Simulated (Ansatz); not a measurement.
A structure relaxed at PBE-D4/def2-SVPD in Ansatz, charge -1, doublet:

```xyz
6

K    -0.494   -0.912   -2.617
K    -0.478   -0.787    1.512
K     1.373    2.443   -0.285
Br   -0.618   -3.216   -0.487
Br    1.801    1.131    2.534
Br   -1.585    1.340   -0.657
```

Give its formula and point group.

K3Br3⁻. Point group Cs (tolerance 0.1 Å).

Summarise the bond lengths by kind (pairs closer than 1.2 times the sum of covalent radii, bridged metal pairs left out).

7 × Br–K 3.14 to 3.23 Å.

The highest occupied level of the charge -1 doublet lies above zero (up to 0.35 eV). It is a level of α spin, whose loss leaves a singlet; that state wasn't run at this geometry and level. The electron is either unbound and held by the finite basis, or the level is raised by self-interaction error. The relaxation made no stability test and no search for a lower SCF solution. The structure comes from a short search, and lower isomers may exist.
